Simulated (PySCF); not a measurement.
**Sulfur: a sound run and one with changed settings**

Sound run: S(2+) [Ne] 3s2 3p2, S(3+) [Ne] 3s2 3p1. All numbers are calculated (PySCF 2.14, the spin-free X2C one-electron Hamiltonian (Gaussian nucleus), in jorge-DZP-DKH). The sound run starts from symmetry-adapted Hartree-Fock orbitals and uses a fine grid where one is needed.

A second run was set up differently.

| species | method | sound run (hartree) | changed run (hartree) | converged |
| --- | --- | --- | --- | --- |
| S(2+) | UHF | -397.40398 | -397.40398 | yes |
| S(2+) | M06-2X | -397.95451 | -398.08103 | yes |
| S(2+) | PBE | -397.78807 | -398.70055 | yes |
| S(3+) | UHF | -396.15005 | -396.15005 | yes |
| S(3+) | M06-2X | -396.68210 | -396.84372 | yes |
| S(3+) | PBE | -396.50829 | -397.47557 | yes |

Ionisation energy of S(2+):

```tsv
method	sound run (eV)	changed run (eV)
UHF	34.121	34.121
M06-2X	34.624	33.669
PBE	34.824	33.333
```

Problem. What was changed?
A. level shift left on
B. radial grid too coarse
C. basis contracted for another Hamiltonian
D. too few SCF iterations

Solution. B. It used radial step 1.2 in ln r (0.13 in the sound run). A coarse radial grid mis-integrates the density and the exchange-correlation energy, with errors of either sign; Hartree-Fock needs no grid.
